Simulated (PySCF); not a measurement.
Te(Cl)(OH) (ClHOTe), SMILES Cl[Te]O. Heavy atoms are numbered as in [Te:1]([Cl:2])[OH:3]. Hydrogens are named by the atom that carries them.

Coordinates come from a B3LYP-D3(BJ)/def2-TZVP optimisation. The def2 effective core potentials stand for the cores of Te; spin–orbit coupling is left out. One conformer was computed; it need not be the lowest.

All values below come from CAM-B3LYP/def2-TZVPD in PySCF.

Mulliken values depend strongly on the basis, most of all with diffuse functions as here. ESP charges are fitted to the potential on shells at 1.4 to 2.0 van der Waals radii. Atomic charges (e), one atom of each kind:

```json
[
 {"atom": "Te1", "ESP fit": "0.28", "Mulliken": "0.58"},
 {"atom": "Cl2", "ESP fit": "-0.17", "Mulliken": "-0.29"},
 {"atom": "O3 (OH)", "ESP fit": "-0.46", "Mulliken": "-0.64"},
 {"atom": "H on O3", "ESP fit": "0.35", "Mulliken": "0.35"}
]
```
